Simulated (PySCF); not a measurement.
## Interval between two levels of As by level of theory

As [Ar] 3d10 4s2 4p3 [4S3/2, M_J = 3/2] → As [Ar] 3d10 4s2 4p2 5s1 [4P5/2, M_J = 5/2], as a difference of total energies. Calculation: PySCF 2.14, in x2c-TZVPall-2c with one added diffuse shell each of s, p, d type (7s8p5d1f, 63 functions); the two-component X2C-1e Hamiltonian. Correlated levels: [Ne] frozen. "Screened" scales the spin-orbit matrix elements by Boettger's factors to mimic the two-electron term; Breit and QED terms are absent.

| method | interval between two levels (cm⁻¹) | error (cm⁻¹) |
| --- | --- | --- |
| GHF (spin-free) | 54047 | +1149 |
| GMP2 (spin-free) | 55224 | +2326 |
| GHF (screened spin-orbit) | 54810 | +1912 |
| GMP2 (screened spin-orbit) | 56018 | +3120 |

Reference: 52898 cm⁻¹ (measured; NIST Handbook of Basic Atomic Spectroscopic Data (Sansonetti and Martin, J. Phys. Chem. Ref. Data 34, 1559 (2005))).

The spin-free rows relax to the high-spin LS determinant and lack the spin-orbit shift.

Errors of the correlated levels include the incompleteness of this basis and the frozen core.

The labels give the starting determinants; with spin-orbit coupling the two ends relaxed to ⟨J²⟩ = 3.75, ⟨L²⟩ = 0.01, ⟨S²⟩ = 3.74 and ⟨J²⟩ = 8.76, ⟨L²⟩ = 2.07, ⟨S²⟩ = 3.71.

The promoted electron is Rydberg-like, and one or two diffuse shells describe it only roughly, which tends to raise the upper state.
